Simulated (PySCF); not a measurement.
PySCF input (M06-2X/6-31G* (5d)):

```python
from pyscf import gto, dft

mol = gto.M(
    atom='''
    C    -1.18435400    0.16935200    0.19993800
    C     0.30797200    0.19384400    0.42277400
    F     0.96245700   -0.39075400   -0.66767900
    H    -1.54195200   -0.85550100    0.09361500
    H    -1.69398700    0.62584100    1.05159400
    H    -1.44953700    0.72679400   -0.69919600
    H     0.59445900   -0.37365700    1.31119500
    H     0.68719400    1.21413500    0.51562900
    ''',
    basis='6-31g*',
    charge=1,
    spin=1,
    verbose=4,
)

mf = dft.UKS(mol, xc='m062x')
mf.grids.level = 4
mf.conv_tol = 1e-9
mf.max_cycle = 100
mf.max_memory = 1500
mf.kernel()
if not mf.converged:
    mf = mf.newton()
    mf.kernel(mf.make_rdm1())
mo, _, stable, _ = mf.stability(return_status=True)
if not stable:
    mf.kernel(mf.make_rdm1(mo, mf.mo_occ))
    stable = mf.stability(return_status=True)[2]
mf.dip_moment()
```

From the output:

```
  HOMO = -0.691234440011  LUMO = -0.513887013452  gap/eV = 4.82587
cycle= 4 E= -178.516464926938  delta_E= -0.00258  |g|= 0.0522  |ddm|= 0.0935
  alpha nocc = 13  HOMO = -0.704636340922151  LUMO = -0.108866886019834
  beta  nocc = 12  HOMO = -0.693407310396688  LUMO = -0.509698572189653
  HOMO = -0.693407310397  LUMO = -0.50969857219  gap/eV = 4.99897
cycle= 5 E= -178.517613875434  delta_E= -0.00115  |g|= 0.0183  |ddm|= 0.0388
  alpha nocc = 13  HOMO = -0.707972335001815  LUMO = -0.110860933515168
  beta  nocc = 12  HOMO = -0.696459107910846  LUMO = -0.510096527402524
  HOMO = -0.696459107911  LUMO = -0.510096527403  gap/eV = 5.07118
cycle= 6 E= -178.517845213693  delta_E= -0.000231  |g|= 0.014  |ddm|= 0.0221
  alpha nocc = 13  HOMO = -0.707189093814505  LUMO = -0.11190730623363
  beta  nocc = 12  HOMO = -0.696521754620611  LUMO = -0.509127666852103
  HOMO = -0.696521754621  LUMO = -0.509127666852  gap/eV = 5.09925
cycle= 7 E= -178.518059739048  delta_E= -0.000215  |g|= 0.00681  |ddm|= 0.028
  alpha nocc = 13  HOMO = -0.705194958614143  LUMO = -0.113465124264948
  beta  nocc = 12  HOMO = -0.696447308098562  LUMO = -0.509269916979032
  HOMO = -0.696447308099  LUMO = -0.509269916979  gap/eV = 5.09336
cycle= 8 E= -178.518129361454  delta_E= -6.96e-05  |g|= 0.00202  |ddm|= 0.0216
  alpha nocc = 13  HOMO = -0.704231947990942  LUMO = -0.113839150580181
  beta  nocc = 12  HOMO = -0.696286839126279  LUMO = -0.509251754886957
  HOMO = -0.696286839126  LUMO = -0.509251754887  gap/eV = 5.08948
cycle= 9 E= -178.51813534654  delta_E= -5.99e-06  |g|= 0.000266  |ddm|= 0.00736
  alpha nocc = 13  HOMO = -0.704114746058201  LUMO = -0.113900548035818
  beta  nocc = 12  HOMO = -0.696273580263713  LUMO = -0.509283124116975
  HOMO = -0.696273580264  LUMO = -0.509283124117  gap/eV = 5.08827
cycle= 10 E= -178.518135474617  delta_E= -1.28e-07  |g|= 7.08e-05  |ddm|= 0.000842
  alpha nocc = 13  HOMO = -0.704106707577589  LUMO = -0.113901577266052
  beta  nocc = 12  HOMO = -0.696289866236856  LUMO = -0.509277539988038
  HOMO = -0.696289866237  LUMO = -0.509277539988  gap/eV = 5.08886
cycle= 11 E= -178.518135486155  delta_E= -1.15e-08  |g|= 3.43e-05  |ddm|= 0.000186
  alpha nocc = 13  HOMO = -0.7040880065609  LUMO = -0.11391234194421
  beta  nocc = 12  HOMO = -0.696290132246708  LUMO = -0.509276775656576
  HOMO = -0.696290132247  LUMO = -0.509276775657  gap/eV = 5.08889
cycle= 12 E= -178.518135488028  delta_E= -1.87e-09  |g|= 1.02e-05  |ddm|= 0.000144
  alpha nocc = 13  HOMO = -0.704089828812798  LUMO = -0.113913131393567
  beta  nocc = 12  HOMO = -0.696291536499989  LUMO = -0.509278420248967
  HOMO = -0.6962915365  LUMO = -0.509278420249  gap/eV = 5.08889
cycle= 13 E= -178.518135488178  delta_E= -1.5e-10  |g|= 2.05e-06  |ddm|= 2.7e-05
  alpha nocc = 13  HOMO = -0.704089660456223  LUMO = -0.113912865242831
  beta  nocc = 12  HOMO = -0.696291706817244  LUMO = -0.509277939972243
  HOMO = -0.696291706817  LUMO = -0.509277939972  gap/eV = 5.08890
Extra cycle  E= -178.518135488188  delta_E= -1.03e-11  |g|= 1.52e-06  |ddm|= 4.67e-06
converged SCF energy = -178.518135488188  <S^2> = 0.75431157  2S+1 = 2.0043069
uhf_internal: lowest eigs of H = [0.00753754 0.11274222 0.15159947]
<class 'pyscf.dft.uks.UKS'> wavefunction is stable in the internal stability analysis

WARN: System has nonzero charge 1; the dipole moment is origin-dependent.
Location of origin: [0. 0. 0.]

Dipole moment(X, Y, Z, Debye): -0.75726,  1.17877,  2.26420
```

The dipole moment of an ion depends on the origin.

The geometry given is a B3LYP-D3(BJ)/def2-TZVP minimum of the species of charge 0 and multiplicity 1, not of this state.
